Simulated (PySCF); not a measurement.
NMR data simulated for an unnamed compound:

$^{1}$H NMR (300 MHz, computed): δ 7.99 (m, 2H), 7.62 (m, 2H), 5.22 (m, 1H), 3.55 (m, 1H).

$^{13}$C{$^{1}$H} NMR (computed): δ 147.4 (C), 142.2 (CH), 136.4 (CH), 133.7 (C), 109.9 (CH), 78.1 (C).

Level of theory: geometry from PBE0-D3(BJ)/def2-SVP, σ from GIAO-HF/pcSseg-1, in PySCF 2.14 (isolated molecule, non-relativistic, one conformer, rapidly exchanging positions averaged).

Shifts are taken against calculated references (same method and geometry level): TMS for $^{1}$H and $^{13}$C.

Question: Which of these does the molecule contain: a vinyl group CH=CH2, a non-aromatic C=C double bond, an S-methyl group, a C≡C triple bond, a benzene ring?

Answer: 
- A vinyl group CH=CH2: no.
- A non-aromatic C=C double bond: no.
- An S-methyl group: no.
- A C≡C triple bond: yes (δC 109.9, 78.1; δH 3.55 (m)).
- A benzene ring: yes.

The data belong to SMILES C#CPc1ccc(Cl)cc1, C8H6ClP; they needn't prove each group on their own.

Carbon signals by region: 5 in the sp2 and nitrile region (100–160 ppm), 1 at 50–100 ppm.

Carbons that carry Cl, above all several Cl atoms, come out too deshielded, partly because spin–orbit coupling is missing. Splittings by $^{31}$P in the carbon and heteronuclear signals aren't shown, as no couplings were computed. Shifts are as computed. Against solution values, carbons near 30 ppm lie about -0 ppm off and those near 130 ppm about +7 ppm. Of 1313 compounds with measured shifts, 239 miss one by over three times the rms of a fit or turn the order of signals round; such compounds aren't used in these exercises. Multiplicities follow the n + 1 count of equivalent neighbours, as no J values were calculated; m marks all less simple cases, F and P coupling included.
